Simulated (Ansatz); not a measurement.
Start from `F[SiH](Br)N[SiH3]` and change one atom or group to get `F[SiH2]N[SiH3]`.

Ansatz, PBE0-D4/def2-TZVP geometries, multiplicity 1. Each molecule was computed in one conformer, which needn't be the lowest.

Scalar relativity is left out up to krypton.

| property | `F[SiH](Br)N[SiH3]` |
| --- | --- |
| size of the dipole moment (PBE/def2-TZVPP) / D | 1.80 |
| HOMO energy (B3LYP/def2-TZVPP) / eV | -7.96 |
| LUMO energy (PBE0/def2-TZVPP) / eV | -0.06 |
| LUMO energy (PBE/def2-TZVPP) / eV | -0.90 |
| LUMO energy (B3LYP/def2-TZVPP) / eV | -0.28 |
| HOMO–LUMO gap (PBE/def2-TZVPP) / eV | 5.95 |

**Question.** What does the change do to each property? (Estimate.)

**Answer.** Ansatz gave: 
```tsv
property	`F[SiH2]N[SiH3]`	shift
size of the dipole moment (PBE/def2-TZVPP) / D	1.66	-0.14
HOMO energy (B3LYP/def2-TZVPP) / eV	-7.89	0.07
LUMO energy (PBE0/def2-TZVPP) / eV	0.01	0.07
LUMO energy (PBE/def2-TZVPP) / eV	-0.84	0.06
LUMO energy (B3LYP/def2-TZVPP) / eV	-0.22	0.06
HOMO–LUMO gap (PBE/def2-TZVPP) / eV	5.93	-0.02
```

Dipoles are sizes alone; their direction can turn.

B3LYP here is the variant with VWN-RPA as its local correlation; programs differ in this.

Spin–orbit coupling is left out; it splits and shifts lone-pair levels of the heavy atoms by tenths of an eV.
